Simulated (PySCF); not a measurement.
**Atomic charges by several schemes**

Compound: C₅H₅F₃P (charge -1).
Geometry (GFN2-xTB, Å), atoms numbered from 1 in this order:
```xyz
14
C5H5F3P angstrom
C      1.952   -0.507    0.225
C      1.424    0.680    0.478
C      0.367    1.340   -0.321
P     -1.196    1.507    0.734
C     -1.840   -0.130    0.649
F     -2.854   -0.325    1.559
C     -1.653   -1.202   -0.143
F     -0.796   -1.334   -1.182
F     -2.279   -2.406    0.040
H      2.680   -0.962    0.880
H      1.663   -1.081   -0.639
H      1.724    1.225    1.366
H      0.161    0.820   -1.255
H      0.646    2.375   -0.542
```

Density: PBE0/pcSseg-1 (PySCF); schemes: Mulliken, IAO, Hirshfeld and ESP-fitted. Geometry: GFN2-xTB, one conformer, isolated ion. The pcSseg-1 basis has no diffuse functions, a weakness for an anion. The HOMO energy is positive at this level (+0.25 eV), so the outermost electrons may be held by the finite basis alone.

Q: At which atom do the 4 schemes differ most?

A: At P4: from -0.672 (ESP-fitted) to -0.142 e (Mulliken), 0.530 e apart.

Q: Do the Mulliken, IAO, Hirshfeld and ESP-fitted schemes agree on where the charge is lowest?

A: The schemes don't all agree: Mulliken C3 (-0.406); IAO C3 (-0.423); Hirshfeld P4 (-0.316); ESP-fitted P4 (-0.672).

Q: For which atoms does the sign change between the 4 schemes (beyond +0.03 e in one, beyond −0.03 e in another)?

A: C5. Atomic charges aren't observables, and each scheme defines them in its own way.

Q: What partial charge does each atom carry?

A: In e:

```
atom                     environment  Mulliken     IAO  Hirshfeld  ESP-fitted
  C1            terminal =CH2 carbon    -0.202  -0.387     -0.166      -0.555
  C2                alkene CH carbon    -0.193  -0.113     -0.061      -0.120
  C3  sp3 carbon bound to phosphorus    -0.406  -0.423     -0.145      -0.156
  P4        phosphorus bonded to 2 C    -0.142  -0.197     -0.316      -0.672
  C5              vinylic C–F carbon    -0.016  -0.003     -0.061      +0.120
  F6                  vinyl fluorine    -0.328  -0.303     -0.134      -0.169
  C7                     =CF2 carbon    +0.431  +0.363     +0.050      +0.202
  F8                  vinyl fluorine    -0.294  -0.281     -0.093      -0.145
  F9                  vinyl fluorine    -0.317  -0.298     -0.149      -0.230
 H10                vinylic hydrogen    +0.071  +0.119     +0.014      +0.160
 H11                vinylic hydrogen    +0.090  +0.133     +0.013      +0.198
 H12                vinylic hydrogen    +0.070  +0.129     +0.019      +0.155
 H13              methylene hydrogen    +0.121  +0.131     +0.010      +0.075
 H14              methylene hydrogen    +0.115  +0.131     +0.017      +0.138
```

Mean size of the charges over all atoms: ESP-fitted 0.221 e, IAO 0.215 e, Mulliken 0.200 e, Hirshfeld 0.089 e. Each set sums to the total charge, -1, to within 0.001 e. The Mulliken scheme gives each basis function's population to the atom it is centred on and halves the overlap population of two atoms between them.

Q: Sum the charges by element, for elements with more than one atom.

A: 
```json
{"element": "C", "atoms": "5", "Mulliken": "-0.386", "IAO": "-0.564", "Hirshfeld": "-0.381", "ESP-fitted": "-0.510"}
{"element": "F", "atoms": "3", "Mulliken": "-0.939", "IAO": "-0.882", "Hirshfeld": "-0.376", "ESP-fitted": "-0.543"}
{"element": "H", "atoms": "5", "Mulliken": "+0.467", "IAO": "+0.643", "Hirshfeld": "+0.074", "ESP-fitted": "+0.726"}
```

Q: How closely do the schemes follow one another over all atoms?

A: Correlation coefficient and root-mean-square difference: Mulliken with IAO 0.96, 0.064 e; Hirshfeld with ESP-fitted 0.94, 0.177 e; IAO with Hirshfeld 0.80, 0.168 e; IAO with ESP-fitted 0.77, 0.173 e; Mulliken with Hirshfeld 0.72, 0.170 e; Mulliken with ESP-fitted 0.64, 0.212 e.
